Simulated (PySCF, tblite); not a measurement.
A set of runs on `[SiH3]C#CBN([SiH3])[SiH3]`; the geometry of each is named by its level. Settings lines and outputs come from a driver script.

Species: C2H10BNSi3.
SMILES with atom numbers: `[SiH3:1][C:2]#[C:3][BH:4][N:5]([SiH3:6])[SiH3:7]` (hydrogens: H8, H9, H10 on Si1; H11 on B4; H12, H13, H14 on Si6; H15, H16, H17 on Si7)

Step 1: GFN2-xTB geometry optimisation, gas phase (tblite 0.8.0) (from a force-field or distance-geometry start)
```json
{"job": {"kind": "relax", "xc": "GFN2-xTB", "basis": "xTB"}, "charge": 0, "multiplicity": 1}
```
```
step      E/eV     max force
  0    -509.38656    2.531
  1    -509.37283    4.005
  2    -509.45837    0.586
...
152    -510.00585    0.017
153    -510.00588    0.015
154    -510.00591    0.012
155    -510.00594    0.010
156    -510.00596    0.009
```

Energy lowered by 14.3 kcal/mol over 156 steps; largest atomic force 0.009 eV/Å at the end. «max force» is the largest atomic force in eV/Å.

On Arm Neoverse N1, one thread, no GPU, shared host, this took 2.3 s of wall time.

Step 2: GFN2-xTB harmonic vibrations, gas phase (tblite 0.8.0) (on the GFN2-xTB geometry)
```json
{"job": {"kind": "ir", "xc": "GFN2-xTB", "basis": "xTB"}, "charge": 0, "multiplicity": 1}
```
```
(table of modes left out)
```

45 modes from 22 to 2585 cm⁻¹ (unscaled, harmonic); zero-point energy 62.6 kcal/mol; all wavenumbers are real at this level.

Time: 1.3 s wall. Hardware: one thread of an Arm Neoverse N1, shared host with 64 logical CPUs at a one-minute load of 59.

Step 3: TDDFT CAM-B3LYP/def2-SVPD, vertical, gas phase, core orbitals frozen in the response (PySCF 2.14.0, density-fitted response routines) (on the GFN2-xTB geometry)
```json
{"job": {"kind": "uv", "xc": "CAM-B3LYP", "basis": "def2-SVPD", "nstates": 8, "ntriplets": 3}, "charge": 0, "multiplicity": 1}
```
```
...
Static polarisability (au): isotropic 125.208, principal 93.613 110.725 171.286
Singlet excitations
state   eV       nm        f      main configurations
  1   4.7840    259.2   0.00050   H-1->L 0.93
  2   5.4584    227.1   0.13123   H->L 0.66, H-1->L+1 0.13
  3   6.1553    201.4   0.00015   H->L+1 0.54, H->L+4 0.10, H-2->L+1 0.09
  4   6.5771    188.5   0.23711   H-2->L 0.55, H->L 0.22, H-1->L+1 0.09
  5   6.7719    183.1   0.00408   H-3->L 0.72, H-4->L 0.19
  6   7.0774    175.2   0.00047   H-2->L+1 0.33, H->L+1 0.30, H->L+2 0.12
  7   7.5165    164.9   0.18071   H-1->L+2 0.43, H-1->L+1 0.24, H-1->L+3 0.11
  8   7.5983    163.2   0.57572   H-1->L+1 0.29, H-2->L 0.26, H-1->L+2 0.20
Triplet excitations (Tamm-Dancoff, eV): 4.2397 4.4513 5.1234
```

HOMO -9.23 eV, LUMO -0.40 eV; lowest singlet 4.78 eV; lowest triplet 4.24 eV (Tamm–Dancoff); mean polarisability 125.2 au.

Hardware: one thread, Arm Neoverse N1 (aarch64), shared host with 64 logical CPUs at a one-minute load of 59. Cost: 1.8 min, 1.1 GiB resident at most.

Geometry of the electronic-property runs (GFN2-xTB):
```
atom  x, y, z in Å
Si1    3.7887   -1.1236    0.4474
C2     2.2129   -0.2133    0.1507
C3     1.1722    0.3812   -0.0439
B4    -0.1190    1.1338   -0.2938
N5    -1.3547    0.5778    0.1091
Si6   -1.3603   -0.9886    0.9129
Si7   -2.8754    1.4154   -0.1404
H8     4.5831   -0.3788    1.4298
H9     3.4771   -2.4624    0.9617
H10    4.5206   -1.2293   -0.8198
H11   -0.0859    2.1823   -0.8229
H12   -2.7662   -1.3171    1.1635
H13   -0.7541   -1.9767    0.0208
H14   -0.6317   -0.8720    2.1769
H15   -2.6170    2.6321   -0.9045
H16   -3.7618    0.5162   -0.8844
H17   -3.4354    1.7349    1.1764
```

 (This holds for the electronic-property runs.)
